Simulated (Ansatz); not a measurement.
Relaxation of CH6BO2 (10 atoms, charge 1, multiplicity 1), to a largest force component of 0.02 eV/Å in at most 50 steps.

Level of theory: Ansatz 0.2.0, UKS B3LYP-D4/STO-3G.

```xyz
10
Properties=species:S:1:pos:R:3:forces:R:3
B -1.481 0.614 -0.418 0.13 -1.40 0.77
O -0.155 0.594 -0.133 2.66 0.52 -0.03
C 0.672 -0.483 0.591 -10.19 2.55 2.39
O 1.841 -0.601 -0.041 3.68 -0.16 0.00
H -1.905 1.546 -0.975 0.18 0.29 -0.12
H -2.123 -0.304 -0.095 -0.43 -0.22 0.01
H 2.303 0.260 0.118 2.05 0.71 -1.48
H 0.020 -1.361 0.609 0.35 -1.40 0.10
H 0.833 -0.076 1.596 0.33 0.01 0.89
H 1.859 -1.256 -0.756 1.24 -0.91 -2.53
```

Task: Where does it end, and by what steps?

Result: It converged. Limits of this set-up: minimal basis, the dipole of an ion depends on the origin. After 15 steps the energy has fallen by 1.757 eV; H10 moved furthest, 0.37 Å. The start is strongly strained (largest force component 10 eV/Å).

```json
{"step": "0", "energy less start (eV)": "0.0000", "largest force component (eV/Å)": "10.195", "accepted": "yes"}
{"step": "1", "energy less start (eV)": "-1.2241", "largest force component (eV/Å)": "3.757", "accepted": "yes"}
{"step": "2", "energy less start (eV)": "-1.5711", "largest force component (eV/Å)": "2.133", "accepted": "yes"}
{"step": "3", "energy less start (eV)": "-1.5583", "largest force component (eV/Å)": "2.134", "accepted": "no"}
{"step": "4", "energy less start (eV)": "-1.7350", "largest force component (eV/Å)": "0.616", "accepted": "yes"}
{"step": "5", "energy less start (eV)": "-1.7173", "largest force component (eV/Å)": "1.141", "accepted": "no"}
{"step": "6", "energy less start (eV)": "-1.7504", "largest force component (eV/Å)": "0.128", "accepted": "yes"}
{"step": "7", "energy less start (eV)": "-1.7534", "largest force component (eV/Å)": "0.082", "accepted": "yes"}
{"step": "8", "energy less start (eV)": "-1.7546", "largest force component (eV/Å)": "0.123", "accepted": "yes"}
{"step": "9", "energy less start (eV)": "-1.7556", "largest force component (eV/Å)": "0.073", "accepted": "yes"}
{"step": "10", "energy less start (eV)": "-1.7562", "largest force component (eV/Å)": "0.052", "accepted": "yes"}
{"step": "11", "energy less start (eV)": "-1.7568", "largest force component (eV/Å)": "0.032", "accepted": "yes"}
{"step": "12", "energy less start (eV)": "-1.7572", "largest force component (eV/Å)": "0.037", "accepted": "yes"}
{"step": "13", "energy less start (eV)": "-1.7556", "largest force component (eV/Å)": "0.168", "accepted": "no"}
{"step": "14", "energy less start (eV)": "-1.7573", "largest force component (eV/Å)": "0.036", "accepted": "yes"}
{"step": "15", "energy less start (eV)": "-1.7574", "largest force component (eV/Å)": "0.010", "accepted": "yes"}
```

```xyz
10
Properties=species:S:1:pos:R:3
B -1.398 0.554 -0.445
O -0.095 0.695 0.021
C 0.485 -0.379 0.742
O 1.841 -0.696 0.006
H -1.809 1.484 -1.032
H -1.987 -0.445 -0.249
H 2.376 0.175 -0.088
H -0.053 -1.362 0.733
H 0.843 -0.084 1.763
H 1.660 -1.011 -0.954
```

Time of the run: 27 s on 1 thread of Intel(R) Xeon(R) Platinum 8488C (Sapphire Rapids) (shared host), peak memory 0.16 GiB.
